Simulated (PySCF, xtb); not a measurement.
CH6Cl2OSi2, SMILES C[Si](Cl)(Cl)[SiH2]O.

xtb with GFN2-xTB at its own geometry gives an orbital gap of 4.56 eV and a dipole moment of 1.76 D.

Geometry: PBE0-D3(BJ)/def2-SVP. This is a generated structure with no PubChem entry under its InChIKey; it may be hypothetical. One conformer was computed; it need not be the lowest.

What does HF/def2-TZVP (PySCF) give? (An estimate is asked for; the answer gives what the named calculation found.)

gap 13.29 eV (levels -10.77 and 2.52 eV), dipole 1.29 D.
